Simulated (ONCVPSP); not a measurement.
**Potentials for carbon compared**

Generated with ld1.x 7.5 (TM, RRKJ, ultrasoft, PAW), atompaw 4.2 or ONCVPSP 4.0.1. The cutoff is in Ry: for ld1.x and atompaw files where the sum of valence levels is converged to 10 mRy in a Bessel basis, for ONCV files where the hardest occupied wave has 1 mHa per electron of residual kinetic energy. The error is the largest all-electron minus pseudo excitation energy over each file’s own four to seven test configurations (ionisations up to +4, promotions, holes and added fractions of an electron), all of which were solved. The labels leave out finer settings (local radius, basis sizes, second energies), which also bear on the numbers. Spin-polarised tests are not counted. The rows are a selection from randomly drawn settings: files with unsolved tests, undetermined cutoffs or missed reference levels are left out.

| potential | cutoff (Ry) | largest error (meV) | bound ghosts |
| --- | --- | --- | --- |
| ONCV, LDA (Perdew-Wang 92), scalar-relativistic, rc 0.90/2.55 (sp), local smoothed, core correction yes, reference 2s2 2p1.5, qcut 8/4.9, projectors 2/2 | 42 | +1222 | none |
| ONCV, PW91, scalar-relativistic, rc 1.10/2.65 (sp), local smoothed, core correction yes, reference 2s2 2p1.75, qcut 4.7/4.6, projectors 2/3 | 131 | +1728 | none |
| ONCV, PBE, fully relativistic, rc 1.00/0.80/1.05 (spd), local smoothed, core correction yes, reference 2s2, qcut 5.4/11.2/8.9, projectors 2/2/1 | 83 | +132 | none |
| ONCV, PW91, scalar-relativistic, rc 1.10/0.85 (sp), local smoothed, core correction yes, reference 2s1, qcut 6.8/11.1, projectors 2/1 | 44 | +30 | none |
| ONCV, PBE, scalar-relativistic, rc 1.35/2.60 (sp), local s, core correction yes, reference 2s1.5 2p2.5, qcut 3.9/4.2, projectors 0/2 | 99 | +1371 | none |
| ONCV, PBE, fully relativistic, rc 0.95/1.95 (sp), local smoothed, core correction yes, reference 2s2 2p2, qcut 8.8/5.9, projectors 2/1 | 42 | +645 | none |

Fill in the row for C: ONCV, PBE, scalar-relativistic, rc 1.15/1.15 (sp), local s, core correction no, reference 2s2, qcut 6.5/8.1, projectors 0/2.

cutoff 39 Ry, largest error +190 meV, bound ghosts: none.

Fill in the row for C: ONCV, PBE, non-relativistic, rc 0.95/1.85 (sp), local s, core correction yes, reference 2s2 2p2, qcut 8.2/7.3, projectors 0/3.

cutoff 41 Ry, largest error +520 meV, bound ghosts: none.
